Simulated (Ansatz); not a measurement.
# Relative stability

Two relaxed structures of BSiH3ClF, closed shell (PBE0-D4/def2-TZVP; forces vanish, vibrations not checked).

A:

```
7
angstrom
F 1.8301 -0.7416 -0.8132
Si -0.7671 -0.0200 0.3492
B 1.0608 0.2769 -0.4914
Cl -1.1751 -2.0220 0.6057
H -1.8268 0.5662 -0.5138
H -0.8324 0.6443 1.6780
H 1.4914 1.3774 -0.7187
```

B:

```
7
angstrom
F -0.0696 2.0516 -0.1949
Si -0.4543 0.5550 0.2201
B 0.9240 -0.7593 -0.3847
Cl 0.6391 -2.4314 -0.0190
H -1.7718 0.2426 -0.4019
H -0.5769 0.5182 1.7046
H -0.5212 -2.9549 0.6895
```

Program: Ansatz 0.2.0. Basis: def2-TZVPP. Cores are frozen in the correlated methods. B3LYP uses VWN-RPA correlation.

Question: Which structure is lower at CCSD(T), and by how much? (An estimate is asked for; the value comes from the calculation.)

Answer: By the calculation: A, by 4.676 eV (electronic energy, against the other). By their contacts, A is BSiH₃ClF ([F][BH][SiH2][Cl]) and B is BSiH₃ClF ([F][SiH2][B][ClH]).

All methods give the same order:

```tsv
method	E(B) − E(A) (eV)
PBE-D4	4.309
r2SCAN-D4	4.516
PBE0-D4	4.649
B3LYP-D4	4.621
wB97M-V	4.848
HF	5.535
MP2	4.862
CCSD	4.844
CCSD(T)	4.676
```

T1 diagnostic: at most 0.023. The restricted Hartree–Fock reference is unstable towards an unrestricted one at one or more of these structures.

Labels in which every atom is bracketed show which atoms are joined, not bond orders.

For scale, one of the runs: CCSD(T)/def2-TZVPP, 188 basis functions, launched by `ansatz run in.yaml --threads 2 --pin off --events-out ev --progress --plain --max-ram 4352MiB`. Time: 51 s of wall clock on 2 CPU threads of an Arm Neoverse V2; the host was shared. Peak host memory: 1.9 GiB.
